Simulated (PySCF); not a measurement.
How methods differ on the excitation energy of In

In [Kr] 4d10 5s2 5p1 (2P) → In [Kr] 4d10 5s1 5p2 (4P), as a difference of total energies. Calculation: PySCF 2.14, in def2-TZVPPD with the def2 core potential (28 electrons); scalar relativity through the core potential. Correlated levels: valence and next inner shell: nothing frozen outside the core potential. The calculations carry no spin-orbit coupling.

| method | excitation energy (eV) |
| --- | --- |
| UHF | 2.886 |
| MP2 (valence and next inner shell) | 4.256 |
| SCS-MP2 (valence and next inner shell) | 4.399 |
| CCSD (valence and next inner shell) | 4.181 |
| CCSD(T) (valence and next inner shell) | 4.258 |

Task: How much does correlation contribute at CCSD(T) (valence and next inner shell)?

Result: 4.258 − (2.886) = 1.372 eV, measured against UHF.

Errors of the correlated levels include the incompleteness of this basis.

For comparison: 4.350 eV (measured; NIST levels, between the centres of gravity of the two terms).
